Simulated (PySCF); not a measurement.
**Structure revision by computed shifts**

A compound C5H13OPSi gives the data below (simulated from a calculation) and was assigned the structure `O=[P@@H]1CCCC[C@@H]1[SiH3]`.

13C{1H} NMR (computed): δ 53.3 (CH3), 19.9 (CH2, 2C), 19.8 (CH2, 2C).

1H NMR (300 MHz, computed): δ 4.87 (m, 1H), 3.84 (s, 3H), 2.99 (m, 1H), 1.94 (m, 2H), 1.58 (m, 2H), 1.51 (m, 2H), 0.54 (m, 2H).

[PySCF: geometry from GFN2-xTB; shielding tensors at PBE0/pcSseg-1 (GIAO); rapidly exchanging positions averaged; a single conformation; isolated molecule; no relativistic terms]

Shifts are taken against calculated references (same method and geometry level): 1H (σref 31.72) and 13C (σref 186.93) against TMS.

Problem. Compare with the shifts computed for the proposed structure, pairing carbons in order of shift.

Solution. Numbering as in the mapped SMILES `[O:1]=[P@@H:2]1[CH2:3][CH2:4][CH2:5][CH2:6][C@@H:7]1[SiH3:8]`. Each H is labelled by its parent atom.

```
atom  computed for proposal  given list  difference
  C3                   30.2        53.3       -23.1
  C6                   29.6        19.9        +9.7
  C5                   27.2        19.9        +7.3
  C4                   26.6        19.8        +6.8
  C7                   25.8        19.8        +6.0
```

The rms difference is 12.3 ppm and the largest -23.1 ppm at C3 (sp3 CH2 bonded to P). The proposal also would give 5 carbon signals, not 3. The carbon types in order of shift don't match either: CH2, CH2, CH2, CH2, CH for the proposal against CH3, CH2, CH2, CH2, CH2 in the data. The proposal doesn't fit.

Problem. Which isomer fits?

Solution. SMILES CO[SiH]1CCPCC1.

1. δC 53.3: methyl carbon bonded to O; the inductive effect lowers its shielding.
2. δH 3.84: hydrogen on a methyl carbon bonded to O; its carbon carries O, which withdraws density.
3. δH 1.94, 1.58: hydrogen on an sp3 CH2 bonded to P.
4. δH 1.51, 0.54: hydrogen on an sp3 CH2 bonded to Si.

Other isomers checked: CP1(=O)CC[SiH2]CC1 (rms 14.9 ppm).

The data come from this structure; uniqueness wasn't tested.

Splittings by 31P in the carbon and heteronuclear signals aren't shown, as no couplings were computed. Shifts are as computed. Against solution values, carbons near 30 ppm lie about +3 ppm off and those near 130 ppm about +5 ppm. Of 1211 compounds with measured shifts, 218 miss one by over three times the rms of a fit or turn the order of signals round; such compounds aren't used in these exercises. No couplings were computed; multiplicities are counted from neighbouring protons, with m where these are inequivalent, close in shift, in a saturated or five-membered ring or joined by F or P, and br s for small geminal =CH2 splittings.
